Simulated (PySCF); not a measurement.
A species of formula C2H9GeP has this rotational fingerprint, computed with PySCF, PBE0-D3(BJ)/def2-SVP geometry optimisation, gas phase:

```
Rotational constants : A = 4607, B = 2487, C = 1887 MHz
Dipole components    : |μa| = 1.37 D, |μb| = 0.58 D, |μc| = 0.68 D
Inertial defect      : -45.06 u·Å²
κ                    : -0.56
```

Question: Which structure is it? (One computed conformer of each.)
A. `C[P](C)[GeH3]`
B. `[CH3:1][GeH:2]([CH3:3])[PH2:4]` with C1–Ge2–P4–H -46° and 47°
C. `[CH3:1][CH2:2][GeH2:3][PH2:4]` with C1–C2–Ge3–P4 58°, C2–Ge3–P4–H -174° and -80°

Answer: B. It is [CH3][GeH]([CH3])[PH2], an asymmetric top. The candidates at the same level (rigid rotor, commonest isotopes):

```tsv
SMILES	A (MHz)	B (MHz)	C (MHz)	μa (D)	μb (D)	μc (D)	Δ (u·Å²)	point group	rotor
[CH3][GeH]([CH3])[PH2]	4607	2487	1887	1.37	0.58	0.68	-45.06	–	asymmetric top
C[P](C)[GeH3]	5325	1983	1676	0.63	0.00	1.11	-48.13	Cs	asymmetric top
C[CH2][GeH2][PH2]	4410	2284	1642	0.98	0.16	0.50	-28.12	C1	asymmetric top
```

`C[CH2][GeH2][PH2]` has C 13 % too low; `C[P](C)[GeH3]` has B 20 % too low. No structure here is proved a minimum.
